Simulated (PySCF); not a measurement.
How methods differ on the excitation energy of Kr²⁺

Kr²⁺ [Ar] 3d10 4s2 4p4 (3P) → Kr²⁺ [Ar] 3d10 4s1 4p4 5s1 (5P), as a difference of total energies. All numbers are calculated (PySCF 2.14, scalar relativity by spin-free X2C-1e, in x2c-TZVPPall with one added diffuse shell each of s, p, d type (7s6p5d1f, 57 functions)). Correlated levels: valence: [Ar] 3d10 frozen; valence and next inner shell: [Ne] frozen. The calculations carry no spin-orbit coupling.

| method | excitation energy (eV) |
| --- | --- |
| UHF | 32.522 |
| LDA | 33.214 |
| PBE0 | 33.120 |
| B2PLYP | 33.240 |
| revPBE | 32.819 |
| wB97X-V | 33.581 |
| B3LYP | 33.319 |
| MP2 (valence) | 32.399 |
| SCS-MP2 (valence) | 32.553 |
| MP2 (valence and next inner shell) | 32.566 |
| SCS-MP2 (valence and next inner shell) | 32.665 |

Q: Estimate what r2SCAN gives.

A: 33.184 eV, closest to LDA among the rows shown.

Q: Estimate what PBE gives.

A: 32.925 eV, closest to revPBE among the rows shown.

A first-order spin-orbit estimate (lowest level to lowest level, LS coupling) adds -0.031 eV.

The promoted electron is Rydberg-like, and one or two diffuse shells describe it only roughly, which tends to raise the upper state.
